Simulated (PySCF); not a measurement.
Ligands exchanged one at a time, Si Cl-SH. Isolated molecules, 0 K electronic values unless said otherwise. One relaxed conformer stands for each flexible species; it need not be the lowest. Strings in code marks are SMILES.

The numbers are results of PySCF with PBE-D3(BJ)/def2-TZVP // r2SCAN-D4/def2-TZVP, not measurements. All candidates: neutral, multiplicity 1. Delta-SCF ions had no search for a lower state. Excitations are Tamm–Dancoff values on a coarser integration grid. The basis has no diffuse functions, so Rydberg states are missing or too high.

```yaml
vertical ionisation energy (Delta-SCF): 8.56 eV
HOMO–LUMO gap: 4.34 eV
S1 excitation (TDA): 4.39 eV
```

Problem. Name which member has these values.
A) `S[Si](Cl)(Cl)Cl`
B) `S[Si](S)(Cl)Cl` (H–S–Si–Cl torsion 53°, Cl–Si–S–H torsion -53°)
C) `S[Si](S)(S)S`
D) `S[Si](S)(S)Cl`

Solution. C, `S[Si](S)(S)S`. The others give `S[Si](S)(Cl)Cl` (H–S–Si–Cl torsion 53°, Cl–Si–S–H torsion -53°): 9.23 eV, 4.78 eV, 4.89 eV; `S[Si](S)(S)Cl`: 8.89 eV, 4.60 eV, 4.67 eV; `S[Si](Cl)(Cl)Cl`: 9.92 eV, 5.31 eV, 5.44 eV
